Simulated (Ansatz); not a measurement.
Geometry optimisation, RKS PBE0-D4/def2-SVP (Ansatz 0.2.0).

The input (input.yaml):

```yaml
crystal:
  periodic: [false, false, false]
  atoms:
    - { symbol: B, position_ang: [0.48035, 1.71585, -0.30237] }
    - { symbol: S, position_ang: [0.74195, -0.05406, -0.19842] }
    - { symbol: Al, position_ang: [-0.71192, -1.59834, 0.78809] }
    - { symbol: F, position_ang: [-1.04011, -2.64105, -0.41221] }
    - { symbol: H, position_ang: [0.4911, 2.21769, -1.3492] }
    - { symbol: H, position_ang: [0.39602, 2.295, 0.70159] }
    - { symbol: H, position_ang: [0.64254, -0.48352, -1.47394] }
    - { symbol: H, position_ang: [-0.99994, -1.45157, 2.24647] }
total_charge: 1
basis:
  gaussian: { orbitals: def2-SVP }
hamiltonian:
  xc: pbe0
  dispersion: d4
relax:
  f_tol: 0.02
  max_steps: 50
```

Command:

```bash
$ ansatz run input.yaml --threads 2 --pin off --max-ram 3072MiB --backend cpu --events-out ev --progress --plain --runs-dir out
```

Q: Where does it end, and by what steps?

A: It converged. After 7 steps the energy has fallen by 0.157 eV; H6 moved furthest, 0.35 Å.

```csv
step,energy less start (eV),largest force component (eV/Å),accepted
0,0.0000,0.956,yes
1,-0.1126,0.324,yes
2,-0.1245,0.545,yes
3,-0.1425,0.247,yes
4,-0.1494,0.180,yes
5,-0.1553,0.062,yes
6,-0.1554,0.180,yes
7,-0.1572,0.014,yes
```

```xyz
8
Properties=species:S:1:pos:R:3
B 0.455 1.652 -0.243
S 0.818 -0.145 -0.380
Al -0.687 -1.544 0.782
F -1.027 -2.708 -0.317
H 0.509 2.286 -1.254
H 0.247 2.033 0.873
H 0.702 -0.462 -1.694
H -1.017 -1.111 2.234
```

Whether the end is a true minimum wasn't checked by a vibrational analysis.

The run took 13 s on 2 threads of Intel(R) Xeon(R) 6975P-C (Granite Rapids), with other jobs on the host, peak memory 0.18 GiB.
